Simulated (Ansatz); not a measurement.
Ta2S2⁺ (the lowest doublet isomer of a short search) was relaxed with r2SCAN-D4 (def2-SVP) in Ansatz in these states: charge +1 doublet, charge +1 quartet. The geometries follow in no particular order.

In the def2 sets Ta takes a core potential; there is no spin–orbit coupling.

A:

```xyz
4

Ta    0.627    0.958   -0.712
Ta   -1.281   -0.405    0.125
S     0.548   -1.371   -0.983
S     0.105    0.818    1.571
```

B:

Cartesian coordinates in Å:
```
Ta 0.828 -0.482 -0.869
Ta 0.080 1.117 0.647
S -1.306 0.465 -1.134
S 0.397 -1.100 1.356
```

Problem. Judge from the bond lengths which geometry belongs to which state (an estimate).

Solution. A is the charge +1 quartet (Ta1–Ta2 2.490 Å, Ta1–S3 2.347 Å, Ta2–S4 2.347 Å); B is the charge +1 doublet (Ta1–Ta2 2.327 Å, Ta1–S3 2.350 Å, Ta2–S4 2.350 Å).

At PBE0-D4/def2-TZVP a doublet lies 0.83 eV below the charge +1 quartet. These are the stationary points nearest to one start from a short search; other shapes may lie lower in each state.
